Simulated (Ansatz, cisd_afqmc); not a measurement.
System: BNH3F, charge 0, singlet. BNH3F (SMILES NBF).
B3LYP-D3(BJ)/def2-TZVP minimum from Ansatz (a first-principles code):
```xyz
6

B     -0.1121    -0.4811    -0.0284
H     -0.4385    -1.6180    -0.1742
F      0.7267    -0.1703     0.9732
N     -0.5753     0.5296    -0.8653
H     -0.3101     1.4954    -0.7568
H     -1.2037     0.3533    -1.6292
```

Total energies in cc-pVDZ, 18 correlated electrons, 3 frozen orbitals. UHF or UKS for unpaired electrons; spin-orbit terms are left out. Correlated methods leave the cores frozen. No relativity. The Monte Carlo rows (phaseless AFQMC, CISD trial, step 0.005/hartree) carry one-sigma bars that omit the constraint's bias. Outlying blocks are dropped, and bars are widened where a walk drifts. Over all cases where full CI ran beside it in this data, AFQMC minus full CI had a median of +0.1 mEh and passed +0.4 mEh in a tenth of the cases.

```csv
method,program,energy (Eh),minus CCSDT(Q) (mEh)
HF,Ansatz,-180.43217,476.93
MP2,Ansatz,-180.87529,33.81
CCSD,Ansatz,-180.89767,11.43
CCSD(T),Ansatz,-180.90758,1.51
CCSDT(Q),Ansatz,-180.90909,0.00
AFQMC/CISD,cisd_afqmc,-180.9091 ± 0.0004,0.0 ± 0.4
```

Rough core times of Ansatz's runs on a shared machine: CCSD(T) under 20 s, CCSDT(Q) 60 s.
